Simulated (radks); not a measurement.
Spherical quantum dot in the effective-mass picture: electrons in a well V = -V0 / (1 + exp((r - R)/a)) with V0 = 35.1, R = 1.4, a = 0.17, all in effective atomic units (hartree* = m*/eps^2 hartree, bohr* = eps/m* bohr), one dielectric constant everywhere. Method: non-relativistic Kohn-Sham, r2SCAN, spin-polarised, spherical densities, generalised Kohn-Sham scheme; computed with a radial shooting solver with Libxc functionals. Levels are named by radial order and angular momentum (1s, 1p, 1d, 2s, ...), and open shells are averaged over m.

N = 5, configuration 1s2 1p(up 3, down 0). This is the lowest configuration that the search found. Occupied and some empty levels:

level,occupation,eigenvalue (hartree*),<r> (bohr*)
1s up,1,-26.726,0.6893
1s down,1,-26.332,0.6803
1p up,3,-23.930,0.8186
1p down,0,-23.471,0.8180
1d up,0,-20.411,0.9128
1d down,0,-19.959,0.9138
2s up,0,-18.789,0.7620
2s down,0,-18.578,0.7609
1f up,0,-16.337,0.9900
1f down,0,-15.902,0.9908

Energy (hartree*): total -137.948, kinetic 17.913, external -166.17, Hartree 14.637, exchange-correlation -4.3313.
